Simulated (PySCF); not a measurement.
PySCF input for Al(Cl)(Br)(OMe) (CH₃AlBrClO), SMILES C[O][Al]([Cl])[Br], PBE-D3(BJ)/def2-SVP. Geometry optimised at PBE-D3(BJ)/def2-SVP. The structure was generated by enumeration; whether it is a known compound was not checked. Other conformers were not sampled.

```python
import numpy as np
from pyscf import gto, scf, dft, df
from pyscf.hessian import thermo

mol = gto.M(
    atom='''
    Al    0.02500098    0.59995491   -0.00000000
    Cl    1.68232198    1.87931753    0.00000000
    Br    0.28510349   -1.63921008    0.00000000
    O    -1.51804140    1.30468435   -0.00000000
    C    -2.84567103    0.83823422    0.00000000
    H    -3.38385505    1.21556959    0.89725335
    H    -3.38385505    1.21556960   -0.89725335
    H    -2.91704121   -0.27347833    0.00000000
    ''',
    basis='def2-SVP',
    charge=0,
    spin=0,
    max_memory=1600,
    verbose=3,
)
mf = dft.RKS(mol, xc='pbe').density_fit(auxbasis='def2-universal-jkfit')
mf.disp = 'd3bj'
mf.grids.level = 3
mf.conv_tol = 1e-11
mf.max_cycle = 100
mf.kernel()

# [left out here: the lines that compute and print the analytic Hessian (its translational invariance restored by hand, since the grid's response is missing), thermochemistry and intensities]
```

Log of the run:

```
converged SCF energy = -3390.63738193616

WARN: DFTD3 does not support analytical Hessian, using finite difference


WARN: Mole.unit (angstrom) is changed to Bohr

Mode                                 0                   1                   2
Irrep
Freq [cm^-1]                       72.7313             84.8226             94.1856
Reduced mass [au]                   3.8086              1.0888              3.2190
Force const [Dyne/A]                0.0119              0.0046              0.0168
Char temp [K]                     104.6442            122.0409            135.5121
Normal mode                   x     y     z       x     y     z       x     y     z
       0  Al                -0.03 -0.03 -0.00    0.00  0.00 -0.02   -0.00 -0.00  0.06
       1  Cl                -0.04 -0.02  0.00    0.00  0.00  0.02   -0.00 -0.00 -0.05
       2  Br                 0.05 -0.02 -0.00   -0.00  0.00 -0.01    0.00 -0.00 -0.01
       3   O                -0.01  0.00 -0.00    0.00 -0.00 -0.04   -0.00  0.00  0.15
       4   C                -0.07  0.18  0.00    0.00 -0.00  0.05   -0.00  0.00 -0.12
       5   H                -0.02  0.26 -0.00   -0.09  0.47 -0.20   -0.21  0.09 -0.28
       6   H                -0.02  0.26  0.00    0.09 -0.47 -0.20    0.21 -0.09 -0.28
       7   H                -0.22  0.19  0.00    0.00 -0.00  0.62   -0.00  0.00 -0.03
Mode                                 3                   4                   5
Irrep
Freq [cm^-1]                      124.8841            209.3644            230.4323
Reduced mass [au]                  20.1152             18.3222              7.1825
Force const [Dyne/A]                0.1848              0.4732              0.2247
Char temp [K]                     179.6804            301.2287            331.5408
Normal mode                   x     y     z       x     y     z       x     y     z
       0  Al                -0.06  0.03 -0.00   -0.00 -0.00 -0.16   -0.04 -0.01  0.00
       1  Cl                 0.04 -0.11  0.00   -0.00 -0.00  0.03   -0.06 -0.02 -0.00
       2  Br                 0.03  0.05  0.00    0.00 -0.00  0.02    0.02 -0.02 -0.00
       3   O                -0.07  0.01 -0.00    0.00  0.00  0.12    0.03  0.19 -0.00
       4   C                -0.05 -0.04  0.00    0.00 -0.00 -0.00    0.09 -0.02  0.00
       5   H                -0.07 -0.06  0.00   -0.06 -0.03 -0.03    0.03 -0.10  0.00
       6   H                -0.07 -0.06 -0.00    0.06  0.03 -0.03    0.03 -0.10 -0.00
       7   H                -0.01 -0.04 -0.00    0.00 -0.00 -0.04    0.25 -0.03  0.00
Mode                                 6                   7                   8
Irrep
Freq [cm^-1]                      335.3256            577.5516            748.3612
Reduced mass [au]                  19.2345             25.7414              8.9180
Force const [Dyne/A]                1.2743              5.0590              2.9427
Char temp [K]                     482.4589            830.9682           1076.7252
Normal mode                   x     y     z       x     y     z       x     y     z
       0  Al                 0.04 -0.08 -0.00   -0.06 -0.15 -0.00    0.13 -0.03  0.00
       1  Cl                -0.08 -0.05  0.00    0.06  0.05  0.00   -0.02 -0.01 -0.00
       2  Br                -0.01  0.06 -0.00   -0.00  0.02  0.00   -0.00  0.00  0.00
       3   O                 0.08 -0.06  0.00   -0.02  0.04  0.00   -0.05  0.09 -0.00
       4   C                 0.07  0.01 -0.00   -0.02 -0.01  0.00   -0.13 -0.02  0.00
       5   H                 0.09  0.04 -0.00   -0.03 -0.02  0.00   -0.16 -0.06  0.00
       6   H                 0.09  0.04  0.00   -0.03 -0.02 -0.00   -0.16 -0.06 -0.00
       7   H                 0.01  0.01  0.00    0.01 -0.01  0.00   -0.06 -0.02 -0.00
Mode                                 9                  10                  11
Irrep
Freq [cm^-1]                     1137.6131           1143.8726           1199.2675
Reduced mass [au]                   1.4905              1.2841              5.5554
Force const [Dyne/A]                1.1365              0.9900              4.7075
Char temp [K]                    1636.7719           1645.7780           1725.4789
Normal mode                   x     y     z       x     y     z       x     y     z
       0  Al                 0.01 -0.01 -0.00   -0.00  0.00 -0.00   -0.03  0.01 -0.00
       1  Cl                 0.00 -0.00  0.00   -0.00  0.00  0.00    0.00  0.00 -0.00
       2  Br                 0.00  0.00  0.00    0.00 -0.00  0.00   -0.00 -0.00 -0.00
       3   O                -0.06 -0.06 -0.00    0.00  0.00 -0.05    0.18 -0.01 -0.00
       4   C                 0.04  0.13  0.00   -0.00 -0.00  0.13   -0.16 -0.00  0.00
       5   H                -0.19 -0.31  0.06   -0.55 -0.09 -0.16   -0.12 -0.15  0.07
       6   H                -0.19 -0.31 -0.06    0.55  0.09 -0.16   -0.12 -0.15 -0.07
       7   H                 0.60  0.10 -0.00   -0.00 -0.00 -0.31    0.19 -0.01 -0.00
Mode                                12                  13                  14
Irrep
Freq [cm^-1]                     1421.4456           1424.1286           1429.0994
Reduced mass [au]                   1.0393              1.0561              1.1132
Force const [Dyne/A]                1.2372              1.2620              1.3395
Char temp [K]                    2045.1437           2049.0040           2056.1558
Normal mode                   x     y     z       x     y     z       x     y     z
       0  Al                 0.00 -0.00  0.00   -0.00  0.00  0.00    0.01 -0.00 -0.00
       1  Cl                -0.00  0.00 -0.00    0.00  0.00  0.00   -0.00 -0.00  0.00
       2  Br                -0.00  0.00  0.00    0.00 -0.00  0.00    0.00  0.00  0.00
       3   O                -0.00 -0.00  0.01    0.03 -0.01  0.00   -0.03 -0.01 -0.00
       4   C                -0.00 -0.00  0.05    0.04 -0.03 -0.00   -0.07 -0.04 -0.00
       5   H                 0.20  0.45 -0.05   -0.48  0.25 -0.41    0.26  0.39  0.01
       6   H                -0.20 -0.45 -0.05   -0.48  0.25  0.41    0.26  0.39 -0.01
       7   H                 0.00 -0.00 -0.69    0.14 -0.02 -0.00    0.67 -0.06  0.00
Mode                                15                  16                  17
Irrep
Freq [cm^-1]                     2923.4716           3004.5476           3015.2190
Reduced mass [au]                   1.0324              1.1049              1.1060
Force const [Dyne/A]                5.1987              5.8765              5.9243
Char temp [K]                    4206.2248           4322.8751           4338.2288
Normal mode                   x     y     z       x     y     z       x     y     z
       0  Al                -0.00  0.00  0.00    0.00 -0.00 -0.00    0.00  0.00  0.00
       1  Cl                 0.00  0.00 -0.00   -0.00 -0.00  0.00   -0.00 -0.00  0.00
       2  Br                 0.00 -0.00 -0.00    0.00 -0.00  0.00    0.00 -0.00 -0.00
       3   O                 0.00  0.00 -0.00   -0.00 -0.00  0.00   -0.00 -0.00 -0.00
       4   C                 0.04  0.03  0.00   -0.03  0.08 -0.00   -0.00  0.00  0.09
       5   H                -0.23  0.18  0.41    0.21 -0.15 -0.39    0.31 -0.24 -0.54
       6   H                -0.23  0.18 -0.41    0.21 -0.15  0.39   -0.31  0.24 -0.54
       7   H                -0.03 -0.68  0.00   -0.03 -0.67 -0.00   -0.00 -0.00  0.02
temperature 298.1500 [K]
pressure 101325.00 [Pa]
Rotational constants [GHz] 1.85564 1.29818 0.76759
Symmetry number 1
Zero-point energy (ZPE) 0.04369 [Eh]   114699.888 [J/mol]
                           tot       elec      trans        rot        vib
Entropy [J/mol/K]       382.618      0.000    173.043    123.607     85.968
Cv [J/mol/K]             91.238      0.000     12.472     12.472     66.295
Cp [J/mol/K]             99.553      0.000     20.786     12.472     66.295
Internal energy [J/mol]                      3718.434   3718.434 127227.618
Internal energy [Eh]   -3390.58609  -3390.63738
Enthalpy [J/mol]                             6197.391   3718.434 127227.618
Enthalpy [Eh]          -3390.58515
Gibbs free energy [J/mol]                  -45395.287 -33134.927 101596.138
Gibbs free energy [Eh] -3390.62860
mode   freq/cm-1   IR/(km/mol)
   1       72.73         3.239
   2       84.82         0.013
   3       94.19         1.063
   4      124.88         3.050
   5      209.36        40.293
   6      230.43        15.322
   7      335.33        12.396
   8      577.55       175.246
   9      748.36        61.789
  10     1137.61        58.167
  11     1143.87         0.002
  12     1199.27       274.273
  13     1421.45         1.340
  14     1424.13         1.489
  15     1429.10        15.394
  16     2923.47        89.260
  17     3004.55        34.092
  18     3015.22        28.256
max |gradient| / (hartree/bohr): 6.278298136190799e-05
APT charges: [ 1.5122 -0.5057 -0.4699 -0.9632  0.5784 -0.0546 -0.0546 -0.0427]
```

The calculation finished and met its thresholds.
